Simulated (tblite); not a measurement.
Distances in Å between the heavy atoms of a computed structure (GFN2-xTB; lower triangle, same order across):
```
C1    0.00
C2    1.49  0.00
N3    2.39  1.26  0.00
C4    3.72  2.34  1.41  0.00
C5    4.36  2.87  2.54  1.51  0.00
C6    5.13  3.68  3.37  2.27  1.34  0.00
Si7   4.83  3.55  2.87  1.96  2.41  1.89  0.00
```

Hydrogens: 3 on C1, 1 on C2, 1 on C4, 1 on C5, 1 on C6, 2 on Si7.

Charge 0, singlet.

**Question.** Which heavy atoms are bonded, and with what formal order?

**Answer.** C1–C2 (single); C2–N3 (double); N3–C4 (single); C4–C5 (single); C5–C6 (double); C6–Si7 (single); C4–Si7 (single).

**Question.** Which species is it?

**Answer.** `C/C=N/C1C=C[SiH2]1`, C5H9NSi. The mark at the stereocentre is left out: distances alone don't tell a structure from its mirror image. Among its features: imine, C=C double bond, Si–H bond and C–Si bond.

**Question.** Which rings does it hold (smallest set)?

**Answer.** C4–C5–C6–Si7 (4 members, 0.01 Å rms from planarity).

**Question.** Classify the heavy atoms.

**Answer.** C1: methyl carbon; C2: imine carbon; N3: imine nitrogen; C4: sp3 carbon bound to nitrogen; C5: alkene CH carbon; C6: alkene CH carbon; Si7: SiH2 silicon.

The values belong to the conformer `[CH3:1]/[CH:2]=[N:3]/[C@@H:4]1[CH:5]=[CH:6][SiH2:7]1`: C2–N3–C4–C5 16°.
